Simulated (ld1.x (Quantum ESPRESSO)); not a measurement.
# Before and after: TM potential for manganese (Mn)

manganese (Mn), norm-conserving Troullier–Martins (Kleinman–Bylander form), made with ld1.x (Quantum ESPRESSO) 7.5 (PBE, scalar-relativistic). Core [Ne] 3s2, reference 3p6 3d5 4s1 4p0 (charge +1). Waves: 3p (bound): rc 1.30 bohr; 3d (bound): rc 0.90 bohr; 4s (bound): rc 2.05 bohr. Local part: the s channel. Core correction: none.

Change: all radii scaled by about 0.89 (s 1.84, p 1.16, d 0.80 bohr).

Cutoffs: the cutoffs (Ry, on a coarse ladder) from which the occupation-weighted sum of valence levels, in a spherical-Bessel basis at the reference potential, stays within 10 and 1 mRy of its value at 400 Ry; they do not see the model core or the augmentation charge, which bear on the density cutoff. Errors are all-electron minus pseudo energies relative to the spin-unpolarised reference configuration.

Problem. What does the change do?

Solution. The potential gets harder (200 Ry and 260 Ry → 260 Ry and 300 Ry); of the 7 tests that both files solve, the error grows in 0 and shrinks in 2 by more than 15 % and 0.3 meV (median size 591.3 → 564.4 meV); neither file shows a bound ghost at the reference potential, the only one tested. A smaller radius makes the pseudo-wave follow the all-electron one further in, where it bends more sharply, so more plane waves are needed.

| quantity | base | changed |
| --- | --- | --- |
| cutoff, loose | 200 Ry | 260 Ry |
| cutoff, tight | 260 Ry | 300 Ry |
| loose cutoff by channel (10 mRy a level) | p 50 Ry, d 180 Ry, s 8 Ry | p 50 Ry, d 230 Ry, s 18 Ry |
| bound ghosts | none | none |
| error for 3p6 3d5 4s2 4p0, meV [ΔE -8.42 eV] | -1.8 | +0.2 |
| error for 3p6 3d5 4s0 4p0, meV [ΔE 15.60 eV] | -5.4 | -2.4 |
| error for 3p6 3d4 4s0 4p0, meV [ΔE 48.12 eV] | -233 | -253 |
| error for 3p6 3d4 4s2 4p1, meV [ΔE -0.61 eV] | -1216 | -1139 |
| error for 3p6 3d5 4s1 4p1, meV [ΔE -4.56 eV] | -591 | -564 |
| error for 3p6 3d3 4s0 4p0, meV [ΔE 98.88 eV] | -1120 | -1200 |
| error for 3p6 3d5 4s0 4p2, meV [ΔE -0.49 eV] | -1423 | -1357 |

Base: These tests converged, but a pseudo level misses the all-electron one widely, so the file describes the atom poorly there or has found another state: 3p6 3d4 4s0 4p0: empty 4p by 2.8 eV (a node warning on the way); 3p6 3d3 4s0 4p0: empty 4p by 4.5 eV. Changed file: These tests converged, but a pseudo level misses the all-electron one widely, so the file describes the atom poorly there or has found another state: 3p6 3d4 4s0 4p0: empty 4p by 2.7 eV (a node warning on the way); 3p6 3d3 4s0 4p0: empty 4p by 4.3 eV.
